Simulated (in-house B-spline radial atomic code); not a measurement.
Ionising Sb VII (Sb6+) with different functionals

Computed with a B-spline radial code for spherical atoms: scalar-relativistic (spin-free X2C) Hamiltonian, Fermi nucleus of rms radius 4.6802 fm, spin-polarised at highest spin, spherical fractional occupations for the functionals, the average over the highest-spin determinants for Hartree-Fock. The ionisation energy is the difference of two self-consistent energies, [Kr] 4d9 → [Kr] 4d8, without Breit or QED terms; ε is the level of the shell that loses the electron (its least bound occupied spin orbital). There is no spin-orbit coupling in this Hamiltonian.

Hybrids are left out here: with spherical fractional occupations of an open shell their exact exchange keeps a self-interaction that integer-occupation calculations don't have.

| method | rung | ΔSCF (eV) | -ε(4d) (eV) |
| --- | --- | --- | --- |
| Hartree-Fock | Hartree-Fock | 118.51 | 120.13 |
| LDA VWN5 | LDA | 120.19 | 109.83 |
| LDA PW92 | LDA | 120.18 | 109.82 |
| LDA exchange-only | LDA | 118.09 | 107.79 |
| PBE | GGA | 119.95 | 109.60 |
| PBEsol | GGA | 119.91 | 109.57 |
| BLYP | GGA | 119.73 | 109.40 |
| RPBE | GGA | 119.90 | 109.55 |
| PW91 | GGA | 120.06 | 109.71 |
| BP86 | GGA | 120.02 | 109.67 |
| AM05 | GGA | ? | ? |
| OLYP | GGA | 120.39 | 110.03 |
| TPSS | meta-GGA | 119.90 | 109.58 |
| SCAN | meta-GGA | 120.24 | 110.02 |
| r2SCAN | meta-GGA | 120.29 | 110.08 |
| revTPSS | meta-GGA | ? | ? |

What does AM05 give?

ΔSCF 119.95 eV, and -ε(4d) = 109.59 eV.

What does revTPSS give?

ΔSCF 119.83 eV, and -ε(4d) = 109.51 eV.

How do they compare with the NIST value?

NIST lists 117 eV ± 2 (tabulated theory, ground level to ground level). Errors run from +1.09 to +3.39 eV; all lie within about twice that uncertainty, so the table can't rank the methods. Hartree-Fock also lacks correlation.
